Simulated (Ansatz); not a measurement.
Frontier orbitals of `OB(Cl)CCl`.

The species carries charge 0 and has multiplicity 1. Geometry: relaxed with PBE0-D4/def2-TZVP. It is one conformer, not always the lowest. Basis def2-TZVPP, Ansatz 0.2.0.

```csv
functional,HOMO (eV),LUMO (eV)
r2SCANh,-8.14,-0.54
```

Question: Give HOMO and LUMO (eV) with LDA (SPW92), PBE, revPBE, BLYP, r2SCAN, B97M-V, PBE0, B3LYP, r2SCAN0, HSE06 (plane-wave form), BHLYP, CAM-B3LYP, LC-ωPBE, ωB97X-V, ωB97M-V, HF. (An estimate is asked.)

Answer: The calculation gave: 
```json
{"functional": "LDA (SPW92)", "HOMO": "-7.45", "LUMO": "-1.51"}
{"functional": "PBE", "HOMO": "-7.30", "LUMO": "-1.24"}
{"functional": "revPBE", "HOMO": "-7.24", "LUMO": "-1.13"}
{"functional": "BLYP", "HOMO": "-7.16", "LUMO": "-1.09"}
{"functional": "r2SCAN", "HOMO": "-7.63", "LUMO": "-0.90"}
{"functional": "B97M-V", "HOMO": "-7.73", "LUMO": "-0.79"}
{"functional": "PBE0", "HOMO": "-8.71", "LUMO": "-0.23"}
{"functional": "B3LYP", "HOMO": "-8.45", "LUMO": "-0.45"}
{"functional": "r2SCAN0", "HOMO": "-8.92", "LUMO": "-0.02"}
{"functional": "HSE06 (plane-wave form)", "HOMO": "-8.30", "LUMO": "-0.62"}
{"functional": "BHLYP", "HOMO": "-10.00", "LUMO": "0.89"}
{"functional": "CAM-B3LYP", "HOMO": "-10.11", "LUMO": "0.94"}
{"functional": "LC-ωPBE", "HOMO": "-11.51", "LUMO": "2.15"}
{"functional": "ωB97X-V", "HOMO": "-11.14", "LUMO": "2.07"}
{"functional": "ωB97M-V", "HOMO": "-10.97", "LUMO": "1.87"}
{"functional": "HF", "HOMO": "-12.04", "LUMO": "2.96"}
```

B3LYP here is the variant with VWN-RPA as its local correlation; programs differ in this. LC-ωPBE has ω = 0.4 bohr⁻¹. Positive LUMOs are unbound and depend on the basis.
